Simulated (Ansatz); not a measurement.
`F[SiH](F)[SiH](Cl)Cl` → `F[Si]F` + `Cl[SiH2]Cl` at 298.15 K and 1 bar (silylene formation by 1,1-elimination).

Computed with Ansatz on PBE0-D4/def2-TZVP structures; ΔE is electronic, products minus reactants. CCSD(T)/CBS is the MP2 limit (def2-TZVPP, def2-QZVPP) plus CCSD(T) − MP2 in def2-TZVPP, frozen cores. This one scheme is used for every species. Each species was taken in one conformer, which may not be the lowest.

```json
{"species": "`F[SiH](F)[SiH](Cl)Cl`", "CCSD(T)/CBS energy (Eh)": "-1698.73569", "H − E (kJ/mol)": "97.5", "S (J/(mol·K))": "399.8"}
{"species": "`F[Si]F`", "CCSD(T)/CBS energy (Eh)": "-488.75686", "H − E (kJ/mol)": "23.6", "S (J/(mol·K))": "256.9"}
{"species": "`Cl[SiH2]Cl`", "CCSD(T)/CBS energy (Eh)": "-1209.93203", "H − E (kJ/mol)": "67.2", "S (J/(mol·K))": "287.0"}
```

H − E and S are ideal-gas, rigid-rotor, harmonic terms from PBE0-D4/def2-TZVP, for one conformer and one mirror image of each species. 1 Eh = 2625.50 kJ/mol, R = 8.31446 J/(mol·K).

Task: By hand: ΔE, ΔH, ΔS and ΔG.

Result: ΔE = (-488.75686) + (-1209.93203) − (-1698.73569) = 0.04680 Eh = 122.9 kJ/mol. Δ(H − E) = 23.6 + 67.2 − 97.5 = -6.7, so ΔH = 116.2 kJ/mol. ΔS = 256.9 + 287.0 − 399.8 = 144.1 J/(mol·K). ΔG = 116.2 − 298.15 × (144.1)/1000 = 73.2 kJ/mol.

Task: By hand: the equilibrium constant, and the temperature at which ΔG would vanish if ΔH and ΔS stayed fixed.

Result: log₁₀ K = −ΔG/(RT ln 10) = -12.8. ΔG = 0 at ΔH/ΔS = 806 K.

The number of gas molecules changes by +1, which sets the sign of ΔS. A doubt of 5 kJ/mol in ΔE shifts log₁₀ K by 0.9 here. Other conformers and mirror images would add mixing entropy, several J/(mol·K) or more a flexible species. Modes under 60 cm⁻¹, often nearly free rotors, make the harmonic entropy too high. These are equilibria of isolated gas molecules and say nothing of rates. Largest T1 diagnostic: 0.015 (customary marks: 0.02 for closed shells, 0.045 for open ones).
